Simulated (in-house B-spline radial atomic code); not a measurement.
Ionisation energies along the 38-electron series, configuration [Kr] 4d2, as differences of self-consistent energies. NIST's values go from ground level to ground level; the uncertainty of those that are theory runs from under 0.1 % in few-electron ions to several per cent in heavy many-electron ones. Computed with an all-electron radial atomic-structure program (B-spline basis): non-relativistic Hartree-Fock, average of the configuration, point nuclei.

This level leaves out relativity, spin-orbit splitting included, which matters for heavy ions.

```
  ion  configuration after  ionisation energy (eV)  IE/(q+1)² (eV)  -ε less Coulomb ΔSCF (eV)  tabulated value (eV)  computed minus tabulated (eV)
 Zr2+             [Kr] 4d1                    21.9          2.4288                    0.55662                 23.17                           -1.3
 Nb3+             [Kr] 4d1                    36.3          2.2665                    0.58714                37.611                           -1.3
 Mo4+             [Kr] 4d1                    52.9          2.1175                    0.61497                54.417                           -1.5
 Tc5+             [Kr] 4d1                    71.7          1.9922                     0.6388                    72                           -0.3
 Ru6+             [Kr] 4d1                    92.5          1.8881                    0.65934                    93                           -0.5
 Rh7+             [Kr] 4d1                   115.3           1.801                    0.67737                 115.1                            0.2
 Pd8+             [Kr] 4d1                   139.9          1.7274                    0.69347                   141                           -1.1
 Ag9+             [Kr] 4d1                   166.4          1.6645                    0.70806                   167                           -0.6
Cd10+             [Kr] 4d1                   194.8          1.6101                    0.72144                   195                           -0.2
In11+             [Kr] 4d1                   225.0          1.5627                    0.73381                   226                           -1.0
Sn12+             [Kr] 4d1                   257.1           1.521                    0.74533                   258                           -0.9
Sb13+             [Kr] 4d1                   290.9           1.484                    0.75613                   292                           -1.1
Te14+             [Kr] 4d1                   326.5           1.451                    0.76629                   328                           -1.5
 I15+             [Kr] 4d1                   363.9          1.4214                    0.77588                   365                           -1.1
Xe16+             [Kr] 4d1                   403.0          1.3946                    0.78497                   404                           -1.0
Cs17+             [Kr] 4d1                   443.9          1.3702                     0.7936                   445                           -1.1
Ba18+             [Kr] 4d1                   486.6           1.348                    0.80182                   488                           -1.4
La19+             [Kr] 4d1                   531.1          1.3277                    0.80965                   533                           -1.9
Ce20+             [Kr] 4d1                   577.2          1.3089                    0.81713                   579                           -1.8
Pr21+             [Kr] 4d1                   625.2          1.2917                    0.82428                   627                           -1.8
```

(1) How far is this level of theory from the measured and semi-empirical values?

## Answers

(1) Over those 3 rows the differences run from -1.48 to -1.31 eV (mean absolute value 1.4 eV). The calculation leaves out relativity, correlation and, in open shells, the multiplet splittings that an average leaves out.
